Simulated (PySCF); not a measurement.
Record of a relaxation.

Compound: H8OSeSi3.
Numbering: `[SiH3:1][O:2][SiH2:3][Se:4][SiH3:5]` (hydrogens: H6, H7, H8 on Si1; H9, H10 on Si3; H11, H12, H13 on Si5)

Method: PySCF 2.14.0, PBE0-D3(BJ)/def2-SVP geometry optimisation, gas phase; density fitting, grid level 1; the optimiser is geomeTRIC in internal coordinates, started from a GFN2-xTB structure with every atom displaced at random (about 0.01 Å). The frame can shift and turn from step to step; on so coarse a grid that alone can change the energy by a few meV, and forces under 0.02 eV/Å are noise.

Step 0: E = -91125.9238 eV, largest atomic force 1.886 eV/Å
```
atom  x, y, z in Å  |  force x, y, z in eV/Å
Si1    -2.067    0.716   -0.248   -0.728   1.468  -0.284
O2     -1.182   -0.611   -0.272    0.251  -0.817  -0.568
Si3    -0.220   -1.700    0.393    1.565   0.252   1.022
Se4     1.523   -0.646    1.511   -0.399  -0.472   0.214
Si5     2.252    0.764   -0.112   -0.401  -0.396   0.674
H6     -2.170    1.095   -1.670   -0.262   0.367  -0.233
H7     -3.359    0.367    0.340   -0.639   0.095   0.207
H8     -1.391    1.767    0.538    0.044   0.300   0.169
H9      0.327   -2.438   -0.711    0.372  -0.825  -0.641
H10    -0.917   -2.461    1.422   -0.213  -0.487   0.392
H11     3.515    1.251    0.433    0.565   0.270   0.047
H12     1.299    1.853   -0.283   -0.363   0.578  -0.175
H13     2.396    0.027   -1.350    0.206  -0.332  -0.824
```

Step 1: E = -91126.2367 eV, largest atomic force 0.308 eV/Å
```
atom  x, y, z in Å  |  force x, y, z in eV/Å
Si1    -2.086    0.782   -0.264    0.209  -0.214   0.002
O2     -1.140   -0.593   -0.286   -0.159   0.164  -0.079
Si3    -0.139   -1.709    0.398    0.101   0.266   0.117
Se4     1.533   -0.704    1.594   -0.086  -0.040  -0.058
Si5     2.211    0.693   -0.083   -0.021  -0.034   0.127
H6     -2.253    1.257   -1.667    0.009  -0.018   0.010
H7     -3.419    0.466    0.320   -0.043  -0.022   0.021
H8     -1.425    1.842    0.549    0.012   0.026   0.031
H9      0.442   -2.517   -0.702   -0.012  -0.072  -0.060
H10    -0.854   -2.540    1.400   -0.060  -0.106   0.013
H11     3.506    1.246    0.390    0.095   0.051  -0.033
H12     1.245    1.805   -0.295   -0.061   0.061  -0.018
H13     2.384   -0.046   -1.363    0.017  -0.064  -0.072
```

Step 2: E = -91126.2441 eV, largest atomic force 0.123 eV/Å
```
atom  x, y, z in Å  |  force x, y, z in eV/Å
Si1    -2.085    0.782   -0.252    0.082  -0.084   0.033
O2     -1.136   -0.583   -0.289   -0.079   0.062  -0.071
Si3    -0.137   -1.696    0.400    0.043   0.064   0.054
Se4     1.522   -0.687    1.601   -0.023  -0.010   0.003
Si5     2.214    0.689   -0.088   -0.002   0.007   0.010
H6     -2.234    1.279   -1.648   -0.001   0.006   0.002
H7     -3.427    0.443    0.307   -0.005   0.004   0.003
H8     -1.443    1.831    0.593   -0.006   0.002   0.008
H9      0.446   -2.505   -0.703   -0.013  -0.021  -0.005
H10    -0.864   -2.544    1.386    0.001  -0.024  -0.016
H11     3.517    1.256    0.364    0.001   0.002  -0.024
H12     1.244    1.798   -0.326   -0.002   0.000   0.003
H13     2.390   -0.080   -1.355    0.003  -0.011   0.000
```

Step 3: E = -91126.2471 eV, largest atomic force 0.078 eV/Å
```
atom  x, y, z in Å  |  force x, y, z in eV/Å
Si1    -2.079    0.783   -0.238   -0.010   0.032   0.039
O2     -1.129   -0.575   -0.297   -0.014  -0.033  -0.069
Si3    -0.132   -1.685    0.400    0.012  -0.037   0.017
Se4     1.511   -0.669    1.610    0.013   0.007   0.033
Si5     2.208    0.682   -0.098    0.001   0.010  -0.040
H6     -2.209    1.317   -1.622   -0.001   0.008   0.002
H7     -3.429    0.427    0.292    0.006   0.006  -0.003
H8     -1.455    1.813    0.645   -0.005  -0.003   0.002
H9      0.457   -2.497   -0.700   -0.006   0.010   0.009
H10    -0.866   -2.546    1.372    0.011   0.011  -0.008
H11     3.513    1.263    0.332   -0.014  -0.009  -0.003
H12     1.234    1.785   -0.359    0.011  -0.010   0.008
H13     2.383   -0.115   -1.349   -0.005   0.008   0.013
```

Step 4: E = -91126.2488 eV, largest atomic force 0.112 eV/Å
```
atom  x, y, z in Å  |  force x, y, z in eV/Å
Si1    -2.071    0.784   -0.223   -0.050   0.092   0.039
O2     -1.121   -0.571   -0.307    0.018  -0.084  -0.063
Si3    -0.127   -1.680    0.400    0.001  -0.060   0.007
Se4     1.503   -0.651    1.616    0.022   0.011   0.025
Si5     2.197    0.677   -0.113    0.002   0.003  -0.041
H6     -2.178    1.360   -1.593    0.001   0.004   0.003
H7     -3.429    0.416    0.275    0.008   0.002  -0.004
H8     -1.462    1.788    0.701   -0.002  -0.006   0.000
H9      0.468   -2.494   -0.694    0.001   0.020   0.008
H10    -0.867   -2.543    1.365    0.009   0.023   0.002
H11     3.505    1.265    0.298   -0.013  -0.009   0.008
H12     1.222    1.775   -0.385    0.011  -0.008   0.007
H13     2.366   -0.142   -1.351   -0.008   0.013   0.010
```

Step 5: E = -91126.2509 eV, largest atomic force 0.145 eV/Å
```
atom  x, y, z in Å  |  force x, y, z in eV/Å
Si1    -2.053    0.786   -0.197   -0.069   0.124   0.032
O2     -1.107   -0.570   -0.327    0.036  -0.115  -0.045
Si3    -0.121   -1.675    0.401   -0.003  -0.047   0.003
Se4     1.495   -0.625    1.620    0.023   0.010  -0.005
Si5     2.176    0.672   -0.142    0.001  -0.006  -0.015
H6     -2.122    1.434   -1.537    0.002  -0.003   0.002
H7     -3.426    0.401    0.244    0.006  -0.004  -0.003
H8     -1.466    1.736    0.794    0.004  -0.007  -0.001
H9      0.484   -2.497   -0.682    0.008   0.019   0.004
H10    -0.869   -2.534    1.363    0.001   0.025   0.012
H11     3.492    1.261    0.236   -0.005  -0.006   0.015
H12     1.202    1.768   -0.419    0.005  -0.001   0.002
H13     2.322   -0.174   -1.364   -0.009   0.011  -0.001
```

Step 6: E = -91126.2522 eV, largest atomic force 0.102 eV/Å
```
atom  x, y, z in Å  |  force x, y, z in eV/Å
Si1    -2.036    0.785   -0.178   -0.045   0.089   0.017
O2     -1.100   -0.576   -0.344    0.023  -0.086  -0.019
Si3    -0.119   -1.677    0.401    0.001  -0.008   0.004
Se4     1.496   -0.612    1.612    0.011   0.000  -0.028
Si5     2.158    0.673   -0.166    0.000  -0.009   0.013
H6     -2.080    1.480   -1.496    0.002  -0.005   0.002
H7     -3.419    0.398    0.229    0.002  -0.006   0.000
H8     -1.455    1.694    0.854    0.005  -0.005   0.001
H9      0.488   -2.510   -0.670    0.008   0.008  -0.001
H10    -0.872   -2.522    1.371   -0.004   0.014   0.014
H11     3.484    1.251    0.190    0.004  -0.002   0.009
H12     1.188    1.777   -0.428   -0.001   0.004  -0.003
H13     2.275   -0.178   -1.387   -0.005   0.005  -0.009
```

Step 7: E = -91126.2531 eV, largest atomic force 0.035 eV/Å
```
atom  x, y, z in Å  |  force x, y, z in eV/Å
Si1    -2.021    0.784   -0.160    0.000   0.009  -0.005
O2     -1.101   -0.589   -0.358   -0.002  -0.016   0.016
Si3    -0.122   -1.684    0.402    0.004   0.035   0.000
Se4     1.505   -0.612    1.592   -0.004  -0.009  -0.033
Si5     2.143    0.678   -0.191    0.001  -0.007   0.028
H6     -2.049    1.512   -1.460    0.001  -0.002   0.003
H7     -3.409    0.402    0.231   -0.002  -0.003   0.004
H8     -1.430    1.656    0.898    0.003  -0.001   0.004
H9      0.479   -2.534   -0.660    0.002  -0.007  -0.004
H10    -0.875   -2.505    1.391   -0.004  -0.003   0.008
H11     3.482    1.237    0.147    0.008   0.002  -0.003
H12     1.183    1.798   -0.420   -0.006   0.004  -0.006
H13     2.222   -0.160   -1.422    0.000  -0.002  -0.012
```

Step 8: E = -91126.2530 eV, largest atomic force 0.034 eV/Å
```
atom  x, y, z in Å  |  force x, y, z in eV/Å
Si1    -2.020    0.785   -0.150    0.017  -0.026  -0.013
O2     -1.107   -0.593   -0.358   -0.009   0.016   0.027
Si3    -0.125   -1.686    0.402   -0.001   0.032  -0.005
Se4     1.516   -0.618    1.576   -0.006  -0.009  -0.019
Si5     2.144    0.680   -0.203    0.002  -0.002   0.017
H6     -2.046    1.518   -1.446   -0.001   0.002   0.004
H7     -3.409    0.406    0.240   -0.002   0.001   0.005
H8     -1.423    1.646    0.912    0.001   0.002   0.004
H9      0.465   -2.545   -0.658   -0.003  -0.008  -0.003
H10    -0.875   -2.497    1.404    0.000  -0.007   0.002
H11     3.488    1.230    0.130    0.004   0.001  -0.007
H12     1.187    1.806   -0.416   -0.005   0.001  -0.005
H13     2.210   -0.148   -1.442    0.002  -0.003  -0.008
```

Step 9: E = -91126.2530 eV, largest atomic force 0.030 eV/Å
```
atom  x, y, z in Å  |  force x, y, z in eV/Å
Si1    -2.023    0.785   -0.148    0.014  -0.023  -0.009
O2     -1.110   -0.593   -0.354   -0.009   0.018   0.022
Si3    -0.127   -1.686    0.402   -0.001   0.016  -0.007
Se4     1.521   -0.622    1.570   -0.001  -0.006  -0.008
Si5     2.149    0.680   -0.205    0.000   0.000   0.004
H6     -2.052    1.515   -1.446   -0.001   0.003   0.004
H7     -3.412    0.407    0.247    0.000   0.002   0.004
H8     -1.424    1.650    0.911    0.001   0.001   0.004
H9      0.458   -2.546   -0.661   -0.004  -0.005  -0.001
H10    -0.873   -2.496    1.407    0.002  -0.004   0.000
H11     3.494    1.227    0.129    0.001   0.000  -0.006
H12     1.193    1.807   -0.416   -0.002  -0.002  -0.003
H13     2.214   -0.145   -1.448    0.002  -0.002  -0.004
```

Problem. Summarise the path.

Solution. The energy falls by 7.59 kcal/mol from step 0 to step 9; nine tenths of that is first reached at step 1. It never rises by more than 0.2 meV. The largest force goes from 1.886 to 0.030 eV/Å. Among the bonds Si1–O2 changes most, from 1.596 to 1.666 Å; the atoms move by 0.212 Å rms after alignment.

Problem. Follow the three bonds and two angles with the largest change from start to end.

Solution. 
```csv
step,E above end (kcal/mol),largest force (eV/Å),Si1–O2 (Å),O2–Si3 (Å),Si3–H9 (Å),Si1–O2–Si3 (°),Si3–Se4–Si5 (°)
0,7.59,1.886,1.596,1.598,1.436,153.5,100.3
1,0.38,0.308,1.669,1.648,1.483,153.7,95.8
2,0.20,0.123,1.663,1.647,1.487,153.1,95.6
3,0.14,0.078,1.659,1.647,1.488,152.1,95.0
4,0.10,0.112,1.657,1.648,1.488,150.9,94.3
5,0.05,0.145,1.658,1.650,1.488,148.6,93.4
6,0.02,0.102,1.660,1.652,1.487,146.7,93.1
7,0.00,0.035,1.665,1.654,1.486,144.9,93.3
8,0.00,0.034,1.666,1.654,1.487,144.5,93.6
9,0.00,0.030,1.666,1.654,1.487,144.7,93.8
```

What follows is the cost of the whole optimisation. Hardware: an Arm Neoverse V1 with one thread, no GPU, shared host with 32 logical CPUs at a one-minute load of 44. Cost: 1.9 min, 0.58 GiB resident at most.
